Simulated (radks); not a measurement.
Q: The mean radii <r> (bohr) of the occupied orbitals of an atom or ion are listed with their occupations. Method: scalar-relativistic Kohn-Sham, exchange-only PBE, spin-polarised, spherical densities, point nucleus; computed with a radial shooting solver on a logarithmic mesh with Libxc functionals.

| orbital | occ. | <r> |
|---|---|---|
| 1s up | 1 | 0.02781 |
| 1s down | 1 | 0.02781 |
| 2s up | 1 | 0.1198 |
| 2s down | 1 | 0.1198 |
| 2p up | 3 | 0.1048 |
| 2p down | 3 | 0.1048 |
| 3s up | 1 | 0.3222 |
| 3s down | 1 | 0.3222 |
| 3p up | 3 | 0.3203 |
| 3p down | 3 | 0.3203 |
| 3d up | 5 | 0.2968 |
| 3d down | 5 | 0.2968 |
| 4s up | 1 | 0.7646 |
| 4s down | 1 | 0.7644 |
| 4p up | 3 | 0.8212 |
| 4p down | 3 | 0.8205 |
| 4d up | 5 | 0.9721 |
| 4d down | 5 | 0.9659 |
| 5s up | 1 | 1.989 |
| 5s down | 1 | 1.979 |
| 5p up | 2 | 2.359 |

Name the element and its charge. Open shells, if any, are filled with parallel spins first.

A: Z = 52, tellurium, charge +2: Te2+ in [Kr] 4d10 5s2 5p2. The 1s radius gives Z: for a bare nucleus <r> = (2 gamma + 1)/(2Z) with gamma = sqrt(1 - (Z/c)^2), 0.02741 bohr for Z = 52, and screening makes it slightly larger (0.02781 here). The occupations add up to 50, and the charge is Z minus that.
